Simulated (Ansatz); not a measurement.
C4H12BN2, doublet, at a GFN2-xTB geometry. Base run: Ansatz (a quantum-chemistry and plane-wave program) with CCSD/STO-3G.

Input for Ansatz:
Ansatz 0.2 input:
```yaml
crystal:
  periodic: [false, false, false]
  atoms:
    - {symbol: C, position_ang: [1.47009147, -0.40656865, 1.28585248]}
    - {symbol: N, position_ang: [1.26136042, -0.05663410, -0.10647877]}
    - {symbol: C, position_ang: [2.49137815, -0.14377334, -0.85921272]}
    - {symbol: B, position_ang: [0.07121700, 0.42701584, -0.67341478]}
    - {symbol: N, position_ang: [-1.23083553, 0.23966076, -0.18215891]}
    - {symbol: C, position_ang: [-2.33700104, 1.06941565, -0.60054862]}
    - {symbol: C, position_ang: [-1.67784756, -0.83913310, 0.67865071]}
    - {symbol: H, position_ang: [2.33137516, 0.14236037, 1.68473616]}
    - {symbol: H, position_ang: [0.59588885, -0.14256006, 1.87303335]}
    - {symbol: H, position_ang: [1.67410875, -1.47900765, 1.40275190]}
    - {symbol: H, position_ang: [2.30930218, 0.12754764, -1.89662984]}
    - {symbol: H, position_ang: [3.25763953, 0.52708475, -0.44889109]}
    - {symbol: H, position_ang: [2.89060709, -1.16486969, -0.82845373]}
    - {symbol: H, position_ang: [-3.08887878, 0.48480160, -1.14687929]}
    - {symbol: H, position_ang: [-1.97679898, 1.86613551, -1.24745894]}
    - {symbol: H, position_ang: [-2.83141669, 1.51977426, 0.26876025]}
    - {symbol: H, position_ang: [-0.88030407, -1.56278838, 0.81634431]}
    - {symbol: H, position_ang: [-2.53310294, -1.35191645, 0.22276438]}
    - {symbol: H, position_ang: [-1.99790538, -0.46247103, 1.65900912]}
basis:
  gaussian:
    orbitals: STO-3G
magnetization: {spin_polarized: true, initial_magnetization: 1}
correlation: {method: ccsd}
```

Variants of this job, named by their change:

| change | ΔE vs base (kcal/mol) | MP2 correlation (Eh) | CC correlation without the perturbative part (Eh) | basis functions |
|---|---|---|---|---|
| base | 0.000 | -0.33136 | -0.42943 | 47 |
| electrons = all | -1.66 | -0.33430 | -0.43208 | 47 |
| method = rpa | -4.77 | - | - | 47 |
| fitting = cc-pVTZ-JKFIT (mean field), cc-pVTZ-RIFIT (correlation) | 0.042 | -0.33133 | -0.42940 | 47 |
| method = ccsd_t | -3.84 | -0.33136 | -0.42943 | 47 |
| accuracy = high | -0.024 | -0.33136 | -0.42944 | 47 |
| lower_state_search = off | 0.000 | -0.33136 | -0.42943 | 47 |
| method = bccd | 0.70 | -0.33136 | -0.42832 | 47 |
| method = bccd_t | -3.77 | -0.33136 | -0.42832 | 47 |
| diis_vectors = 2 | 0.000 | -0.33136 | -0.42943 | 47 |
